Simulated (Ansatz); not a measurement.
Basis sets compared for SnTe2⁻. Total charge -1; doublet. Geometry PBE-D4/def2-SVPD. Ansatz on 4 threads of Arm Neoverse V2 on a shared host; times are rough, and most runs start from earlier orbitals.

Cartesian coordinates in Å:
```
Sn -0.2215 0.6996 -0.2529
Te 2.2378 0.5800 0.8356
Te -2.0163 -1.2796 -0.5827
```

In the def2 sets Sn, Te take a core potential; there is no spin–orbit coupling. The structure comes from a short search, and lower isomers may exist.

| level | functions | energy (Eh) | HOMO (eV) | LUMO (eV) | wall time |
| --- | --- | --- | --- | --- | --- |
| PBE-D4/def2-SVPD | 102 | -750.4964 | -0.80 | -0.28 | 1.8 s |
| PBE0-D4/def2-SVPD | 102 | -750.5333 | -1.68 | 0.27 | 2.7 s |

Question: Estimate the rows for PBE-D4/def2-TZVPD, PBE0-D4/def2-TZVPD.

Answer: 
| level | functions | energy (Eh) | HOMO (eV) | LUMO (eV) | wall time |
| --- | --- | --- | --- | --- | --- |
| PBE-D4/def2-TZVPD | 174 | -750.5190 | -0.78 | -0.25 | 2.8 s |
| PBE0-D4/def2-TZVPD | 174 | -750.5545 | -1.65 | 0.32 | 4.4 s |
